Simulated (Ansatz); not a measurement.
Consider the ligand exchange at the Sn–F bond: `C#[C][SnH]([CH3])[F]` + HCl → `C#[C][SnH]([CH3])[Cl]` + H–F.

Isolated molecules relaxed with PBE0-D4/def2-TZVP in Ansatz; ΔE leaves out vibrations. CBS: MP2 limit from def2 TZ/QZ plus the TZ coupled-cluster correction, frozen cores. This one scheme is used for every species. DFT in def2-TZVPP. HSE06 is defined as in plane-wave codes. Elements past krypton have def2 core potentials. For Sn outer-core shells are correlated without core-valence functions, which leaves a few kJ/mol of doubt a bond.

```tsv
level	ΔE (eV)
PBE-D4	-0.33
r2SCAN-D4	-0.32
HSE06-D4	-0.41
ωB97X-V	-0.30
PBE	-0.30
revPBE	-0.28
HSE06	-0.38
CCSD(T)/def2-SVP	-0.28
```

What does CCSD(T)/CBS give? (Estimate.)

Ansatz gave: -0.40 eV. The listed levels differ from it by 0.07, 0.08, -0.01, 0.10, 0.10, 0.12, 0.02, 0.12 eV.

Largest T1 diagnostic among the species: 0.013.

From BLYP to BHLYP (50 % exact exchange), in def2-TZVPP and without D4, ΔE moves by −0.12 eV. At CCSD(T), def2-SVP lies +0.11 eV from the extrapolated value and def2-TZVPP +0.03 eV. Leaving LDA and LC-ωPBE aside and taking each functional with its dispersion term where it has one, the values, not all of them listed here, spread over 0.16 eV, from PBE-QIDH to BLYP-D4. LDA lies −0.05 eV from PBE without D4.
